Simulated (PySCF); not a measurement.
CCl2, SMILES [C](Cl)Cl (connectivity only; charge and spin as stated), neutral, multiplicity 1. Atoms are numbered in the order given.

```xyz
3

Cl     0.0000    -1.3947     0.1479
C      0.0000     0.0000    -0.8381
Cl     0.0000     1.3947     0.1479
```
Charge 0, spin multiplicity 1.

Geometry optimised at PBE0-D3(BJ)/def2-TZVP. The isomer is the one that the SMILES or the coordinates give; other isomers of the formula were not compared.

Calculation: PBE0/def2-TZVPD (PySCF).

Mulliken values depend strongly on the basis, most of all with diffuse functions as here. ESP charges are fitted to the potential on shells at 1.4 to 2.0 van der Waals radii. Atomic charges (e):

| atom | Mulliken | ESP fit | meta-Löwdin |
|---|---|---|---|
| Cl1 | -0.07 | 0.11 | [?] |
| C2 | 0.14 | -0.23 | [?] |
| Cl3 | -0.07 | 0.11 | [?] |

Task: What belongs in the gaps? (Estimate from the structure and the level; the computed values follow.)

Result: 
- Cl1, meta-Löwdin: 0.09
- C2, meta-Löwdin: -0.18
- Cl3, meta-Löwdin: 0.09
